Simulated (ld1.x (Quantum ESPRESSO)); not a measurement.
Reading a pseudo-wave (nickel (Ni))

Columns: radius, all-electron u(r) and pseudo u(r) of the 4p shell (level -1.28 eV) of nickel in the configuration [Ar] 3d8 4s2 4p0; PW91, scalar-relativistic, TM scheme, ld1.x (Quantum ESPRESSO) 7.5.

```
r (bohr)  all-electron  pseudo
   0.120        0.0968  0.0016
   0.240        0.0254  0.0065
   0.360       -0.0884  0.0146
   0.480       -0.1538  0.0261
   0.600       -0.1633  0.0409
   0.720       -0.1337  0.0590
   0.840       -0.0826  0.0806
   0.960       -0.0221  0.1054
   1.080        0.0402  0.1334
   1.200        0.1005  0.1640
   1.320        0.1566  0.1969
   1.440        0.2076  0.2310
   1.560        0.2533  0.2656
   1.680        0.2937  0.2993
   1.800        0.3292  0.3313
   1.920        0.3600  0.3606
   2.040        0.3865  0.3867
   2.160        0.4091  0.4091
   2.280        0.4281  0.4281
   2.400        0.4438  0.4438
   2.520        0.4565  0.4565
   2.640        0.4665  0.4665
   2.760        0.4740  0.4740
   2.880        0.4793  0.4793
   3.000        0.4826  0.4826
   3.120        0.4841  0.4841
```

Q: How many radial nodes do the two functions have?

A: The all-electron 4p function has n − l − 1 = 2; the pseudo-wave has 0, since the states of the same l below it are removed with the core.

Q: At about which radius was the pseudo-wave matched?

A: 2.40 bohr. The columns agree to 0.0005 from 2.04 bohr on; several derivatives are matched, so the curves merge somewhat inside the radius.

Q: Is the pseudo-wave norm-conserving?

A: Yes: the TM scheme keeps the norm inside the radius equal to the all-electron one, which fixes the energy derivative of the logarithmic derivative at the level.
